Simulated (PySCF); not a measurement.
# Exercise with solution: oscillator strength and radiative lifetime

1-bromo-1-fluorocyclopropane (C3H4BrF), SMILES C1CC1(F)Br.

The structure is a stationary point at B3LYP-D3(BJ)/def2-SVP.

TDA-LC-ωPBE/def2-SVPD in PySCF puts the first singlet state with f over 0.02 at 8.24 eV (vertical), with the transition dipole (-0.038, -1.001, 0.000) in atomic units.

Q: Find the oscillator strength, the wavelength and the radiative lifetime that this transition would have in vacuum if emission retraced absorption.

A: 
|μ|² = 1.0034 au, so |μ| = 2.55 D. ΔE = 8.24/27.211 = 0.3028 hartree. f = (2/3) ΔE |μ|² = 0.203 (the program prints 0.203).
λ = 1239.84/8.24 = 150 nm; ν = 66460 cm⁻¹.
Einstein's coefficient A = 0.6670 ν² f s⁻¹ (ν in cm⁻¹) = 6.0e8 s⁻¹, so τ = 1/A = 1.7 ns. This state is S4; the lower singlets have f = 0.000, 0.002, 0.005. The figure is the radiative limit of this one transition; relaxation, internal conversion, crossing to triplets and a medium change what is measured.
